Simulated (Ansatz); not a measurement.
ScCl, closed-shell singlet (the spin of the measured ground state), most abundant isotopes (44.9559 and 34.9689 u). Constants from fifth-degree fits in 1/R to seven points on the lowest solution found; no spin–orbit coupling, no relativity up to Kr; ω_e x_e and α_e move by some per cent with the fit.

Correlated levels freeze the inner cores; with def2 sets outer-core shells near the valence are correlated too. CBS: X⁻³ extrapolation of the correlation energy, Hartree–Fock from the larger set.

The values were computed with Ansatz (Gaussian orbitals). Values without a source in brackets are computed.

| level | r_e (Å) | ω_e (cm⁻¹) | ω_e x_e (cm⁻¹) | α_e (cm⁻¹) |
|---|---|---|---|---|
| PBE/def2-TZVPP | 2.2177 | 445.7 | 1.68 | 0.000902 |
| CCSD(T)/CBS(def2-TZVPP, def2-QZVPP) | 2.2264 | 467.0 | 1.94 | 0.000842 |

D_e from total energies of the atoms and the molecule: 4.63 eV at CCSD(T)/CBS(def2-TZVPP, def2-QZVPP).

Question: Derive the rotational constants, the centrifugal constant, the fundamental, the zero-point energy and the force constant, and test the Morse rule for the well depth.

Answer: 
μ = 19.66921 u.
- PBE/def2-TZVPP: B_e = 16.8576/(μ r_e²) = 0.17426 cm⁻¹; B₀ = B_e − α_e/2 = 0.17381 cm⁻¹; D = 4B_e³/ω_e² = 1.07e-07 cm⁻¹; fundamental ω_e − 2ω_e x_e = 442 cm⁻¹; zero-point energy ω_e/2 − ω_e x_e/4 = 222 cm⁻¹; k = μ(2πcω_e)² = 230 N/m; the line J = 1 ← 0 at 2B₀ = 10.42 GHz
- CCSD(T)/CBS(def2-TZVPP, def2-QZVPP): B_e = 16.8576/(μ r_e²) = 0.17290 cm⁻¹; B₀ = B_e − α_e/2 = 0.17248 cm⁻¹; D = 4B_e³/ω_e² = 9.48e-08 cm⁻¹; fundamental ω_e − 2ω_e x_e = 463 cm⁻¹; zero-point energy ω_e/2 − ω_e x_e/4 = 233 cm⁻¹; k = μ(2πcω_e)² = 253 N/m; the line J = 1 ← 0 at 2B₀ = 10.34 GHz; a Morse well would hold ω_e²/(4ω_e x_e) = 3.49 eV against the computed D_e of 4.63 eV

Doubts at one or more of the structures used: a restricted determinant that unrestricted orbitals would lower (CCSD(T)/CBS(def2-TZVPP, def2-QZVPP)).

Ansatz is an electronic-structure program.
